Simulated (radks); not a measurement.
Isoelectronic series with 60 electrons, all held in the configuration [Xe] 4f4 6s2, which need not be the ground one along the series. All-electron calculation, Dirac Kohn-Sham, PBE, spin-unpolarised, spherical densities, point nucleus; open shells fill j = l - 1/2 first. Program: a radial shooting solver on a logarithmic mesh with Libxc functionals. Total energies (hartree) and mean radii <r> (bohr) (* marks an orbital that is empty in some or all of the ions):

ion,E (hartree),4f7/2*,4f5/2,6s1/2,5p3/2
Nd,-9629.9089,1.151,1.124,4.441,1.760
Pm+,-10026.8513,0.9564,0.9453,3.691,1.661
Sm2+,-10433.3107,0.8582,0.8502,3.232,1.567
Eu3+,-10849.3123,0.7896,0.7829,2.909,1.483
Gd4+,-11274.9025,0.7366,0.7307,2.664,1.409
Tb5+,-11710.1384,0.6934,0.6880,2.468,1.343
Dy6+,-12155.0848,0.6569,0.6519,2.306,1.284
Ho7+,-12609.8126,0.6254,0.6207,2.169,1.230
Er8+,-13074.3978,0.5978,0.5933,2.051,1.182
Tm9+,-13548.9214,0.5732,0.5689,1.947,1.137
Yb10+,-14033.4688,0.5511,0.5469,1.855,1.096
Lu11+,-14528.1301,0.5311,0.5269,1.772,1.059

4f7/2 drops below 6s1/2 between Nd and Pm+. 4f7/2 drops below 5p3/2 between Gd4+ and Tb5+. 4f5/2 drops below 6s1/2 between Nd and Pm+. 4f5/2 drops below 5p3/2 between Gd4+ and Tb5+.
